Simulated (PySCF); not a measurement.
# Sc²⁺ (scandium, charge +2) across methods

[Ar] 4p1, 2P determinant (an excited configuration). All numbers are calculated (PySCF 2.14, the non-relativistic Hamiltonian (point nucleus), in aug-cc-pVTZ with one added diffuse shell each of s, p, d, f, g type (9s8p6d4f3g, 118 functions)).

```json
{"method": "r2SCAN", "E (hartree)": "-759.582", "mean ε 3p α (eV)": "-56.686", "mean ε 3p β (eV)": "-56.594", "mean ε 4p α (eV)": "-14.755", "Σ⟨r²⟩ (bohr²)": "25.76", "⟨S²⟩": "0.750"}
{"method": "UHF", "E (hartree)": "-758.82236", "mean ε 3p α (eV)": "-65.122", "mean ε 3p β (eV)": "-64.898", "mean ε 4p α (eV)": "-16.555", "Σ⟨r²⟩ (bohr²)": "26.57", "⟨S²⟩": "0.750"}
{"method": "PBEsol", "E (hartree)": "-758.487", "mean ε 3p α (eV)": "-55.712", "mean ε 3p β (eV)": "-55.594", "mean ε 4p α (eV)": "-14.707", "Σ⟨r²⟩ (bohr²)": "25.55", "⟨S²⟩": "0.750"}
{"method": "LDA", "E (hartree)": "-757.652", "mean ε 3p α (eV)": "-55.840", "mean ε 3p β (eV)": "-55.714", "mean ε 4p α (eV)": "-14.716", "Σ⟨r²⟩ (bohr²)": "25.49", "⟨S²⟩": "0.750"}
{"method": "PBE", "E (hartree)": "-759.387", "mean ε 3p α (eV)": "-55.807", "mean ε 3p β (eV)": "-55.684", "mean ε 4p α (eV)": "-14.782", "Σ⟨r²⟩ (bohr²)": "25.56", "⟨S²⟩": "0.750"}
{"method": "M06", "E (hartree)": "-759.600", "mean ε 3p α (eV)": "-58.391", "mean ε 3p β (eV)": "-58.274", "mean ε 4p α (eV)": "-15.089", "Σ⟨r²⟩ (bohr²)": "25.65", "⟨S²⟩": "0.750"}
{"method": "PBE0", "E (hartree)": "-759.436", "mean ε 3p α (eV)": "-58.450", "mean ε 3p β (eV)": "-58.305", "mean ε 4p α (eV)": "-15.340", "Σ⟨r²⟩ (bohr²)": "25.72", "⟨S²⟩": "0.750"}
```

(1) Estimate the same row for r2SCAN0.

## Answers

(1) E (hartree) = -759.581; mean ε 3p α (eV) = -59.024; mean ε 3p β (eV) = -58.900; mean ε 4p α (eV) = -15.294; Σ⟨r²⟩ (bohr²) = 25.82; ⟨S²⟩ = 0.750.
